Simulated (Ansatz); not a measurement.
C2H6FInO2, SMILES `C[O][In]([F])[O]C`. Charge 0, multiplicity 1. In takes the def2 core potential. Geometry: relaxed with PBE0-D4/def2-TZVP. It is one conformer, not always the lowest.

```xyz
12

C    -0.138   -1.808   -1.890
O    -0.429   -0.976   -0.788
In    0.909    0.258   -0.046
F     2.683    0.141   -0.830
O     0.644    1.545    1.404
C    -0.606    1.700    2.039
H     0.857   -2.265   -1.838
H    -0.879   -2.614   -1.905
H    -0.210   -1.264   -2.839
H    -0.492    2.472    2.807
H    -1.394    2.027    1.350
H    -0.947    0.783    2.534
```

**Question.** What is the dipole moment at ωB97M-V/def2-TZVPP? (Estimate.)

**Answer.** Ansatz gave: 2.16 D, with components (-2.12, -0.34, 0.28) D in this frame, pointing from negative to positive charge.

**Question.** And with PBE, r2SCAN, B3LYP? (Best estimate.)

**Answer.** Ansatz gave: PBE 2.22 D, r2SCAN 2.24 D, B3LYP 2.26 D.

**Question.** Give the Mulliken charges with ωB97M-V, r2SCAN, PBE in def2-TZVPP. (Estimate.)

**Answer.** The calculation gave: 
| atom | ωB97M-V | r2SCAN | PBE |
| --- | --- | --- | --- |
| C1 | -0.17 | 0.03 | -0.13 |
| O2 | -0.50 | -0.50 | -0.42 |
| In3 | 1.13 | 1.08 | 0.94 |
| F4 | -0.48 | -0.47 | -0.43 |
| O5 | -0.49 | -0.49 | -0.41 |
| C6 | -0.17 | 0.03 | -0.13 |
| H7 | 0.12 | 0.06 | 0.10 |
| H8 | 0.11 | 0.05 | 0.10 |
| H9 | 0.11 | 0.05 | 0.09 |
| H10 | 0.12 | 0.05 | 0.10 |
| H11 | 0.11 | 0.05 | 0.09 |
| H12 | 0.11 | 0.05 | 0.09 |

B3LYP here is the variant with VWN-RPA as its local correlation; programs differ in this.
